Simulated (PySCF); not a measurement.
## Vibration and rotation of ZnC⁺

ROHF-CCSD(T) constants of ZnC⁺, ²Π (doublet), unpaired electrons π ↑ (Zn 6-31G(d,p), C 6-31G(d,p); no relativity (PySCF 2.14); masses 63.9291 and 12.0000 u):

| Quantity | Value |
| --- | --- |
| ωe | 418.2 cm⁻¹ |
| ωexe | 3.39 cm⁻¹ |
| Be | 0.37336 cm⁻¹ |
| αe | 0.00418 cm⁻¹ |
| D (centrifugal) | 1.19e-06 cm⁻¹ |
| De to Zn⁺ + C | 1.52 eV |

Problem. Give the vibrational terms G(v) and spacings up to v = 6.

Solution. G(v) = ωe(v+½) − ωexe(v+½)².

| v | G(v) (cm⁻¹) | G(v) − G(v−1) | Bv (cm⁻¹) |
| --- | --- | --- | --- |
| 0 | 208 |  | 0.3713 |
| 1 | 620 | 411 | 0.3671 |
| 2 | 1024 | 405 | 0.3629 |
| 3 | 1422 | 398 | 0.3587 |
| 4 | 1813 | 391 | 0.3546 |
| 5 | 2198 | 384 | 0.3504 |
| 6 | 2575 | 378 | 0.3462 |

Problem. How well does the Morse estimate ωe²/(4ωexe) reproduce De, and what is D0?

Solution. It gives 1.60 eV, 105 % of the computed De. D0 = De − G(0) = 1.52 − 0.03 = 1.49 eV.

Correlated steps freeze 6 core orbitals. Correlated levels converge slowly with the basis: in double zeta they bind strong bonds too weakly, by up to about 1 eV, and carry superposition errors of some tenths. For an ion De counts to the pair picked by the measured ionisation energies or electron affinities, which need not be the lowest pair at this level. The state is the lowest determinant that a PBE0 search found; another state may lie lower at other levels.
